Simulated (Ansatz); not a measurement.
Reactions of `C[S][AlH][F]`.

Isolated molecules relaxed with PBE0-D4/def2-TZVP in Ansatz; ΔE leaves out vibrations. CCSD(T)/CBS adds triple-zeta CCSD(T) − MP2 to the extrapolated MP2 energy (def2 sets, frozen cores). This one scheme is used for every species. For Ge outer-core shells are correlated without core-valence functions, which leaves a few kJ/mol of doubt a bond. Scalar relativity is left out up to krypton. Each species was taken in one conformer, which may not be the lowest.

Order these by ΔE at CCSD(T)/CBS, lowest first. (Estimate.)
A. `C[S][AlH][F]` + `C=C(O)[SiH3]` → `C=C([SiH3])[O][AlH][F]` + CH₃SH
B. `C[S][AlH][F]` + `N[SiH2]N` → `N[SiH2][NH][AlH][F]` + CH₃SH
C. `C[S][AlH][F]` + `N[Si]F` → `C[S][Al]([NH2])[F]` + `F[SiH]`
D. `C[S][AlH][F]` + BH₃ → `[BH2][AlH][S]C` + H–F
E. `C[S][AlH][F]` + CH₃NH₂ → `C[NH][AlH][F]` + CH₃SH
F. `C[S][AlH][F]` + `C[S][Ge][OH]` → `C[O][Ge][S]C` + `[F][AlH][SH]`

A (-6.6 kcal/mol), B (+1.0 kcal/mol), E (+3.3 kcal/mol), F (+9.0 kcal/mol), C (+12.2 kcal/mol), D (+50.0 kcal/mol).

Largest T1 diagnostic: 0.015, for `F[SiH]`.
